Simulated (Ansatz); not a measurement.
Relaxation of F$_{4}$H$_{4}$OSiTi (11 atoms, charge 0, multiplicity 1), to a largest force component of 0.03 eV/Å in at most 50 steps.

Method: Ansatz 0.2.0, RKS PBE/def2-SVP.

```xyz
11
Properties=species:S:1:pos:R:3
Ti -0.279 -0.052 -0.476
F -0.294 0.792 2.425
F 1.165 -0.809 0.147
F -0.116 1.680 -0.610
F -0.498 -0.650 -2.101
O -1.826 -0.570 0.448
Si -3.380 -1.163 0.125
H -3.315 -2.637 -0.156
H -4.224 -0.911 1.342
H -3.963 -0.442 -1.058
H -1.097 0.330 2.322
```

Q: Where does it end, and by what steps?

A: It converged. After 9 steps the energy has fallen by 0.240 eV; H11 moved furthest, 0.42 Å. Joined: Ti1–F2 (3.02 → 2.38 Å).

```json
{"step": "0", "energy less start (eV)": "0.0000", "largest force component (eV/Å)": "1.161", "accepted": "yes"}
{"step": "1", "energy less start (eV)": "-0.1270", "largest force component (eV/Å)": "0.611", "accepted": "yes"}
{"step": "2", "energy less start (eV)": "-0.2047", "largest force component (eV/Å)": "0.525", "accepted": "yes"}
{"step": "3", "energy less start (eV)": "-0.2253", "largest force component (eV/Å)": "0.511", "accepted": "yes"}
{"step": "4", "energy less start (eV)": "-0.2357", "largest force component (eV/Å)": "0.161", "accepted": "yes"}
{"step": "5", "energy less start (eV)": "-0.2366", "largest force component (eV/Å)": "0.161", "accepted": "yes"}
{"step": "6", "energy less start (eV)": "-0.2388", "largest force component (eV/Å)": "0.042", "accepted": "yes"}
{"step": "7", "energy less start (eV)": "-0.2392", "largest force component (eV/Å)": "0.131", "accepted": "yes"}
{"step": "8", "energy less start (eV)": "-0.2400", "largest force component (eV/Å)": "0.049", "accepted": "yes"}
{"step": "9", "energy less start (eV)": "-0.2404", "largest force component (eV/Å)": "0.022", "accepted": "yes"}
```

```xyz
11
Properties=species:S:1:pos:R:3
Ti -0.280 0.023 -0.257
F -0.293 0.661 2.034
F 1.138 -0.889 0.206
F 0.005 1.724 -0.540
F -0.635 -0.590 -1.857
O -1.876 -0.425 0.572
Si -3.363 -1.147 0.162
H -3.147 -2.603 -0.132
H -4.275 -0.988 1.343
H -3.941 -0.453 -1.036
H -1.162 0.254 1.911
```

Whether the end is a true minimum wasn't checked by a vibrational analysis.

Time of the run: 26 s on 4 threads of Arm Neoverse V1, with other jobs on the host, peak memory 0.22 GiB.
